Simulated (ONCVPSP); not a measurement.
# Plane-wave convergence, ONCV potential for Cl (Z = 17)

```json
{
  "Element": "Cl",
  "Generator": "ONCVPSP 4.0.1",
  "Type": "optimised norm-conserving Vanderbilt (ONCV)",
  "Functional": "LDA (Perdew-Zunger)",
  "Relativity": "scalar-relativistic",
  "Frozen core": "[Ne]",
  "Valence charge": "7",
  "Reference configuration": "3s2 3p5",
  "Partial waves": "3s: rc 1.35 bohr, ncon 4, nbas 7, qcut 5 1/bohr, 2 projectors, debl 0.6 Ha; 3p: rc 1.45 bohr, ncon 4, nbas 8, qcut 6 1/bohr, 2 projectors, debl 2.3 Ha",
  "Local potential": "polynomial inside 0.85 bohr (lpopt 5, dvloc0 -1 Ha)",
  "Core correction": "Teter function, fcfact 4.75, rcfact 1.8"
}
```

In the s channel the program set the typed energies aside and used -0.760, 0.250 Ha.

Q: For each optimised wave give the share of its norm inside rc, the residual kinetic energy above qcut (Ha) and the cutoffs (Ha) for errors of 10, 1, 0.1 and 0.01 mHa per electron.

A:

```
         wave  norm inside rc  residual KE  10 mHa  1 mHa  0.1 mHa  0.01 mHa
           3s           0.424      4.1e-03    10.6   27.0     60.1      70.6
s projector 2           0.082      1.5e-03     8.5   13.5     46.4      91.1
           3p           0.356      9.6e-05     5.4    7.8     18.0      78.9
p projector 2           0.096      1.5e-04     6.3    8.8     19.9     105.3
```

The occupied waves need 27 Ha and 60 Ha for 1 and 0.1 mHa. Note: no bound ghost flagged; GHOST(+) flagged for s at 115.5 eV.
